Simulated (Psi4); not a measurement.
trimethylarsine (C₃H₉As), singlet, at a GFN2-xTB geometry, with bond 10-3 at 1.3 times its length. Base run: B3LYP/STO-3G run with Psi4.

Here is a job for Psi4.
```
memory 2 GB

molecule mol {
0 1
  C    -0.328672    1.720106   -0.314425
  As   -0.071183   -0.074078    0.468947
  C     1.693972   -0.420386   -0.345527
  C    -1.132283   -1.057227   -0.875135
  H    -0.125392    1.707596   -1.384190
  H     0.338777    2.438347    0.159817
  H    -1.352296    2.057297   -0.157070
  H     1.677486   -0.200326   -1.411913
  H     1.974854   -1.463708   -0.208232
  H     2.684204    0.383638    0.269104
  H    -0.841688   -0.767972   -1.883977
  H    -0.983122   -2.130229   -0.762522
  H    -2.193360   -0.849478   -0.743913
}

set basis sto-3g
set reference rks

energy('b3lyp')
print_variables()
```

Each row names what was changed in the base input (with any setting that the change needs).

```json
[
 {"change": "base", "ΔE vs base (mEh)": "0.000", "SCF cycles": "8", "grid points": "275903", "basis functions": "42"},
 {"change": "e_convergence = 1e-8", "ΔE vs base (mEh)": "0.000", "SCF cycles": "8", "grid points": "275903", "basis functions": "42"},
 {"change": "d_convergence = 1e-10", "ΔE vs base (mEh)": "0.000", "SCF cycles": "12", "grid points": "275903", "basis functions": "42"},
 {"change": "dft_radial_points = 50", "ΔE vs base (mEh)": "0.445", "SCF cycles": "8", "grid points": "186639", "basis functions": "42"},
 {"change": "e_convergence = 1e-10", "ΔE vs base (mEh)": "0.000", "SCF cycles": "10", "grid points": "275903", "basis functions": "42"},
 {"change": "puream = false", "ΔE vs base (mEh)": "-660.3", "SCF cycles": "8", "grid points": "275903", "basis functions": "43"},
 {"change": "d_convergence = 1e-8", "ΔE vs base (mEh)": "0.000", "SCF cycles": "10", "grid points": "275903", "basis functions": "42"},
 {"change": "d_convergence = 1e-4", "ΔE vs base (mEh)": "0.000", "SCF cycles": "7", "grid points": "275903", "basis functions": "42"},
 {"change": "basis_guess = true", "ΔE vs base (mEh)": "0.000", "SCF cycles": "6", "grid points": "275902", "basis functions": "42"},
 {"change": "df_basis_scf = def2-universal-jkfit", "ΔE vs base (mEh)": "0.000", "SCF cycles": "8", "grid points": "275903", "basis functions": "42"},
 {"change": "diis_max_vecs = 3", "ΔE vs base (mEh)": "0.000", "SCF cycles": "11", "grid points": "275903", "basis functions": "42"},
 {"change": "dft_basis_tolerance = 1e-8", "ΔE vs base (mEh)": "0.000", "SCF cycles": "8", "grid points": "273152", "basis functions": "42"},
 {"change": "scf_type = cd", "ΔE vs base (mEh)": "2.236", "SCF cycles": "8", "grid points": "275903", "basis functions": "42"}
]
```
